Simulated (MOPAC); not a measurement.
MOPAC input (AM1):

```
AM1 FORCE THERMO(298,298) PRECISE LET GEO-OK AUX(PRECISION=9) THREADS=1
C2Si

Si    0.00000000 1    0.00000000 1   -1.00007078 1
C    -0.00000000 1   -0.00000000 1    0.56200803 1
C     0.00000000 1   -0.00000000 1    1.83215676 1
```

From the output:

```
     C    3   0.701899  13.304838  13.966733

          HEAT OF FORMATION =     151.610855 KCALS/MOLE

          ZERO POINT ENERGY       5.383 KCAL/MOL

           NORMAL COORDINATE ANALYSIS (Total motion = 1 Angstrom)

   Root No.       1         2         3         4

                 1 Pi      1 Pi      1 Sig     2 Sig

                 347.5     347.5     962.4    2107.8

           1   -0.0000   -0.0000    0.2996   -0.0559
           2   -0.1100    0.0010    0.0000   -0.0000
           3   -0.0010   -0.1100   -0.0000   -0.0000
           4    0.0000    0.0000   -0.2603    0.5374
           5    0.5736   -0.0054   -0.0000    0.0000
           6    0.0054    0.5736    0.0000   -0.0000
           7   -0.0000   -0.0000   -0.4401   -0.4067
           8   -0.3164    0.0030    0.0000   -0.0000
           9   -0.0030   -0.3164    0.0000    0.0000

           MASS-WEIGHTED COORDINATE ANALYSIS (NORMAL COORDINATES)

   Root No.       1         2         3         4

                 1 Pi      1 Pi      1 Sig     2 Sig

                 347.5     347.5     962.4    2107.8

           1   -0.0000   -0.0000    0.6672   -0.1258
           2   -0.2487    0.0023    0.0000   -0.0000
           3   -0.0023   -0.2487   -0.0000   -0.0000
           4    0.0000    0.0000   -0.3792    0.7910
           5    0.8481   -0.0079   -0.0000    0.0000
           6    0.0079    0.8481    0.0000   -0.0000
           7   -0.0000   -0.0000   -0.6411   -0.5987
           8   -0.4678    0.0044    0.0000   -0.0000
           9   -0.0044   -0.4678    0.0000    0.0000

          DESCRIPTION OF VIBRATIONS

 VIBRATION          2    1Pi         ATOM PAIR     ENERGY CONTRIBUTION    RADIAL
 FREQUENCY           347.52         C 2 -- C 3         +59.1% ( 93.8%)      0.0%
 TRANSITION DIPOLE   0.8766         Si1 -- C 2         +40.9% ( 78.1%)      0.0%
 TRAVEL (Ang.)       0.1677
 REDUCED MASS        6.8973
 EFFECTIVE MASS     12.8099
 FORCE CONSTANT      0.4908

 VIBRATION          3    1Sig        ATOM PAIR     ENERGY CONTRIBUTION    RADIAL
 FREQUENCY           962.44         Si1 -- C 2         +75.5% (102.6%)    100.0%
 TRANSITION DIPOLE   2.3571         C 2 -- C 3         +24.5% ( 58.4%)    100.0%
 TRAVEL (Ang.)       0.0945
 REDUCED MASS        7.8440
 EFFECTIVE MASS     18.4501
 FORCE CONSTANT      4.2809

 VIBRATION          4    2Sig        ATOM PAIR     ENERGY CONTRIBUTION    RADIAL
 FREQUENCY          2107.76         C 2 -- C 3         +68.7% ( 98.5%)    100.0%
 TRANSITION DIPOLE  11.3139         Si1 -- C 2         +31.3% ( 66.5%)    100.0%
 TRAVEL (Ang.)       0.0715
 REDUCED MASS        6.2530
 EFFECTIVE MASS     12.2178
 FORCE CONSTANT     16.3675

      SYMMETRY NUMBER FOR POINT-GROUP C*v =  1

          SYSTEM IS A GROUND STATE

 C2Si

          MOLECULE IS LINEAR

          THERE ARE  4 GENUINE VIBRATIONS IN THIS SYSTEM
          THIS THERMODYNAMICS CALCULATION IS LIMITED TO
          MOLECULES WHICH HAVE NO INTERNAL ROTATIONS

                    CALCULATED THERMODYNAMIC PROPERTIES
                                          *
   TEMP. (K)   PARTITION FUNCTION   H.O.F.    ENTHALPY  HEAT CAPACITY ENTROPY
                                   KCAL/MOL   CAL/MOLE    CAL/K/MOL  CAL/K/MOL

 298.00  VIB.     0.1527D+01                   483.2767     3.5873     2.4626
         ROT.     0.8870D+03                   592.1869     1.9872    15.4760
         INT.     0.1354D+04                  1075.4636     5.5745    17.9387
         TRA.     0.3636D+27                  1480.4672     4.9680    37.7727
         TOT.                      151.611    2555.9308    10.5426    55.7114

   *: NOTE: HEATS OF FORMATION ARE RELATIVE TO THE
            ELEMENTS IN THEIR STANDARD STATE AT 298K
              (=  Standard Enthalpy of Formation).

            Hvib:  Zero-point energy is not included.
                   frequencies of less than zero cm-1 are not included.
            Hrot = (3/2)RT
            Htra = (3/2)RT + pV = (5/2)RT

            Heat capacity is Cp, not Cv

          For more information, see: HTTP://OpenMOPAC.net/Manual/thermochemistry.html

           FORCE CONSTANT IN CARTESIAN COORDINATES (Millidynes/A)

    ATOM   CHEMICAL       X               Y               Z
   NUMBER   SYMBOL  FORCE CONSTANT  FORCE CONSTANT  FORCE CONSTANT

      1      Si        7.986494        0.123307        0.123307
      2       C       20.614595        0.614701        0.614701
      3       C       13.964273        0.187016        0.187016

 **********************
 *                    *
 * JOB ENDED NORMALLY *
 *                    *
 **********************

 == MOPAC DONE ==
```
